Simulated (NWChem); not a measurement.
System: SiN2H6; SMILES N[SiH2]N

```xyz
9

Si     0.4395    -0.0017     0.0740
N     -0.6546     1.3314     0.0763
N     -0.4792    -1.4556    -0.0472
H      1.4094    -0.1095    -1.0672
H      1.2479     0.2133     1.3209
H     -1.2946     1.4871    -0.6939
H     -0.4045     2.1967     0.5391
H     -0.0784    -2.2824    -0.4727
H     -1.1877    -1.6890     0.6386
```
Atoms are numbered in this order, from 1.

Computed with NWChem. Pople sets run with spherical d functions. Coordinates come from a PBE0/def2-SVP optimisation. Level: PBE0/6-31+G*; rows give the wavelength of the field.

| field | isotropic polarisability (bohr³) | anisotropy (bohr³) |
|---|---|---|
| static | ___ | 4.5 |
| 1065 nm | 41.4 | 4.5 |
| 589 nm | 42.4 | 4.6 |

Q: Complete the blanks.

A: 
- static, isotropic polarisability (bohr³): 41.0
